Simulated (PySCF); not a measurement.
W(O)2(NH2)2 (H4N2O2W), SMILES [O]=[W]([NH2])([NH2])=[O], multiplicity 1.

Geometry: r2SCAN-D4/def2-SVP. The multiplicity is an assumed one; no other spin state was optimised. The structure was generated by enumeration; whether it is a known compound was not checked. The def2 effective core potentials stand for the cores of W; spin–orbit coupling is left out. One conformer was computed; it need not be the lowest.

Method: r2SCAN-D4/def2-SVP in PySCF 2.14.0.

Frequencies are harmonic and unscaled.

Computed vibrational spectrum:
```
mode  ν (cm⁻¹)  IR (km/mol)  moving atoms (share of kinetic energy)
----  --------  -----------  --------------------------------------
1          153          0.0                  H 52 %, O 29 %, N 20 %
2          205          1.4          N 38 %, O 27 %, H 23 %, W 13 %
3          212          4.1                   N 70 %, H 21 %, W 8 %
4          234          9.3                  O 68 %, N 13 %, W 13 %
5          297          1.0                                  O 89 %
6          324          0.0                          H 65 %, O 28 %
7          331          1.0                                  H 98 %
8          409        117.4                          H 78 %, N 22 %
9          429        296.6                          H 76 %, N 20 %
10         629          0.0                          H 79 %, N 19 %
11         635         15.0                          H 78 %, N 19 %
12         697        142.3                  N 74 %, H 13 %, W 13 %
13         708         36.6                          N 79 %, H 14 %
14         980        205.2                          O 87 %, W 12 %
15        1011         63.1                                  O 94 %
16        1504         54.8                          H 89 %, N 11 %
17        1507         15.0                          H 89 %, N 11 %
18        3553        169.2                                  H 96 %
19        3557         47.1                                  H 96 %
20        3659          0.0                           H 91 %, N 9 %
21        3659        111.0                           H 91 %, N 9 %
```
